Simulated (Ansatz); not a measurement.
Cl2Si (SMILES Cl[Si]Cl), singlet, at a GFN2-xTB geometry; BLYP/def2-SVP in Ansatz (a first-principles code).

Here is a job for Ansatz.
Ansatz 0.2 input:
```yaml
crystal:
  periodic: [false, false, false]
  atoms:
    - {symbol: Si, position_ang: [0.00085030, 0.00527408, 0.92381323]}
    - {symbol: Cl, position_ang: [1.01602194, 1.21319412, -0.38826774]}
    - {symbol: Cl, position_ang: [-1.01672219, -1.21753748, -0.37251962]}
basis:
  gaussian:
    orbitals: def2-SVP
hamiltonian:
  xc: blyp
```

Output, abridged:

```
Functional definition: BLYP
586 factors; their error is unknown
mean field evaluation 1: about -32913.4523 eV, gradient 1.4e1 eV
mean field evaluation 2: about -32912.6800 eV, gradient 2.2e1 eV
mean field evaluation 4: about -32913.9879 eV, gradient 5.2e-1 eV
mean field evaluation 8: about -32913.9354 eV, gradient 4.8e-2 eV
mean field -32913.93537050 eV, -1209.5648149990 hartree, gradient 7.4e-6 eV, S^2 0.000000; 0 other end points of the search recorded, 0 dependent functions left out
reference -32913.93561872 eV, -1209.5648241212 hartree; 24, 24 occupied and 30, 30 virtual orbitals, 586 factors
Total energy: -32913.93561872 eV, -1209.5648241212 hartree
```
